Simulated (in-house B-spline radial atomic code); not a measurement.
Atomic self-consistent-field run: Sm2+. Computed with a B-spline radial code for spherical atoms: scalar-relativistic (X2C) Hartree-Fock with fractional occupations, spin-polarised, spherical fractional occupations, Fermi nucleus of rms radius 5.0819 fm.

Command:
```bash
python run_scf.py task.json out
```
Settings (nuclear radius in fm, mass in u):
```
Z                62
configuration    [Xe] 4f6
hamiltonian      x2c
method           hf,
spin_polarised   True
nucleus          fermi
rms_radius       5.0819
atomic_mass      151.91974
speed_of_light   137.035999084
```

Output (hartree, bohr):
```
 radial grid: 78 intervals, B-splines of order 8, outer radius 53.7037 bohr

 iter        energy (Eh)    residual
    1      -10395.968069    6.24e-01
    2      -10406.163047    7.58e-01
    3      -10420.793952    2.14e-01
    4      -10421.735797    6.95e-02
    5      -10421.823663    1.62e-02
    6      -10421.829240    1.07e-02
    7      -10421.832144    1.36e-03
    8      -10421.832196    8.02e-04
    9      -10421.832211    1.01e-04
   10      -10421.832212    1.06e-05
   11      -10421.832212    2.40e-06
   12      -10421.832212    4.20e-07

 total energy                    -10421.83221
 kinetic                           11305.7636
 electron-nucleus                 -25524.9305
 Hartree                            4031.7775
 exact exchange                     -234.4428

 orbital      occ     eigenvalue          <r>       <r^2>       <1/r>       r_max
 1s up      1.000     -1730.0249    0.0220392 0.000671051     73.5147     0.01366
 1s down    1.000     -1730.0250    0.0220392 0.000671051     73.5147     0.01366
 2s up      1.000      -287.4014    0.0962538   0.0110028     16.9475     0.08193
 2s down    1.000      -287.4008     0.096251    0.011002     16.9478     0.08193
 2p up      3.000      -256.5453     0.085095  0.00885741     15.0689     0.06594
 2p down    3.000      -256.5456    0.0850922  0.00885661     15.0691     0.06594
 3s up      1.000       -65.2153     0.253747   0.0737227      6.0862      0.2333
 3s down    1.000       -65.1001      0.25344   0.0735292     6.09432      0.2331
 3p up      3.000       -55.3327     0.252244   0.0738675     5.55942      0.2287
 3p down    3.000       -55.2031      0.25181   0.0735891     5.56856      0.2285
 3d up      5.000       -41.7574      0.23087   0.0627048     5.21701      0.1878
 3d down    5.000       -41.6185     0.230121   0.0622276     5.22937      0.1875
 4s up      1.000       -14.3091     0.580042    0.379492     2.48553        0.54
 4s down    1.000       -13.9774     0.579013    0.378013     2.48812      0.5392
 4p up      3.000       -10.9730     0.613437    0.427791     2.25368      0.5632
 4p down    3.000       -10.6019     0.612303    0.425995     2.25503      0.5622
 4d up      5.000        -6.1687     0.673527    0.526392     1.96318      0.5899
 4d down    5.000        -5.6798     0.672646    0.524591     1.96087      0.5884
 5s up      1.000        -2.5164      1.42207     2.27239    0.931401        1.27
 5s down    1.000        -2.3721      1.45293     2.37381    0.905323       1.286
 5p up      3.000        -1.6031      1.63841     3.03765    0.792786       1.429
 5p down    3.000        -1.4906      1.69088     3.23817    0.761788       1.459
 4f up      6.000        -0.8580     0.945357     1.16992     1.39236      0.6229
```

Cost of the run: 0.6 s on 1 thread of Arm Neoverse V2 (shared host).

Caution: exact exchange at fractional occupations of open shells leaves self-interaction of up to several eV.

One-electron X2C: radii and densities carry no picture-change correction, so inner-shell <1/r> comes out high (for 1s by about 2 % at Z = 33, 5 % at 54, 10 % at 75, 30 % at 118) and <r> low.
